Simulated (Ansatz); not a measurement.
Strength of the Au–O bond: Au(OH)(OH2) → AuOH + H2O

Species: Au(OH)(OH2), singlet; AuOH `[OH][Au]`, singlet; H2O (water) `O`, singlet. 

Shapes, held fixed at every level: PBE0-D4/def2-TZVP. Flexible molecules stand in one conformer, not always the lowest. Programs: Ansatz 0.2.0. The zero-point and thermal change to 298 K, harmonic and unscaled (PBE0-D4/def2-TZVP), is -8.6 kJ/mol.

| level | kind | ΔH(298 K) (kJ/mol) | less CCSD(T)/def2-TZVPP | CPU time (sum over the molecules) |
| --- | --- | --- | --- | --- |
| SPW92/def2-TZVPP | LDA | +157.2 | +47.0 | 6.5 s |
| PBE-D4/def2-TZVPP | GGA | +109.0 | -1.2 | 11 s |
| PBE0-D4/def2-TZVPP | global hybrid | +110.0 | -0.2 | 11 s |
| wB97M-V/def2-TZVPP | range-separated hybrid | +109.7 | -0.5 | 40 s |
| wB97X-V/def2-TZVPP | range-separated hybrid | +112.0 | +1.8 | 31 s |
| B2PLYP/def2-TZVPP | double hybrid | +105.1 | -5.1 | 19 s |
| CCSD/def2-TZVPP | coupled cluster or CI | +106.9 | -3.3 | – |
| CCSD(T)/def2-TZVPP | coupled cluster or CI | +110.2 | 0.0 | 4.6 min |

The highest level, CCSD(T)/def2-TZVPP, gives ΔH(298 K) = +110.2 kJ/mol; the levels span +105.1 to +157.2. A fragment pairs its electrons up again, so this isn't a typical strength of such a bond. The column of differences is taken from that level and isn't an error. No measured value is set beside it here. T1 is large for AuOH, so single-reference values are less sure there. For atoms past krypton def2 sets carry core potentials with scalar relativity. Correlated rows may include outer-core shells of Au, which these sets cover unevenly. Times are processor times on shared x86 and Arm servers, and rough.
